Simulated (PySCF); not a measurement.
# PmSI, valence singlet (4f shell in the core): data card

Method: PBE0 in PySCF with Pm lcecp-1-TZVP with ECP50, S def2-TZVP, I def2-TZVP with ECP28; scalar-relativistic core potentials, no spin–orbit coupling; density-fitted integrals.

The structure is a minimum.

```
Point group                                                                   : Cs
Bond lengths                                                                  : Pm–I 2.930 Å, Pm–S 2.347 Å
Bond angles                                                                   : I–Pm–S 114.5°
Principal polarisabilities                                                    : 68.6, 86.1, 147.0 bohr³
Entropy at 298.15 K and 1 bar                                                 : 334.5 J/(mol K)
Principal quadrupole moments (Buckingham, traceless) about the centre of mass : -30.60, 11.19, 19.41 D Å
Zero-point energy                                                             : 4.2 kJ/mol
Lowest empty level                                                            : -2.65 eV
Rotational constants                                                          : 0.1711, 0.02191, 0.01943 cm⁻¹
Heat capacity Cp at 298.15 K                                                  : 54.9 J/(mol K)
Enthalpy at 298.15 K above 0 K                                                : 14.26 kJ/mol
Highest occupied level                                                        : -6.37 eV
Dipole moment                                                                 : 7.92 D
Rotational symmetry number                                                    : 1
```

Harmonic modes (masses in u: Pm 144.913, S 31.972, I 126.904):
```tsv
symmetry	ω (cm⁻¹)	IR (km/mol)	type
a'	66	6.8	bend
a'	175	34.1	stretch
a'	463	96.9	stretch
```

Charges (e):
```
atom  Mulliken  Löwdin  polar tensor  Mayer order to Pm1
 Pm1      1.08    0.24          1.56                   –
  S2     -0.58   -0.15         -0.91                2.18
  I3     -0.49   -0.09         -0.65                0.89
```

Mulliken populations on Pm1 (electrons outside its core potential): s 2.18, p 6.14, d 1.56, f 0.04.

Other isomers or separated fragments may lie lower. The 4f shell sits in the core potential, so its spin is not counted.

The final relaxation and frequency run took roughly 5 core-minutes on a shared host.
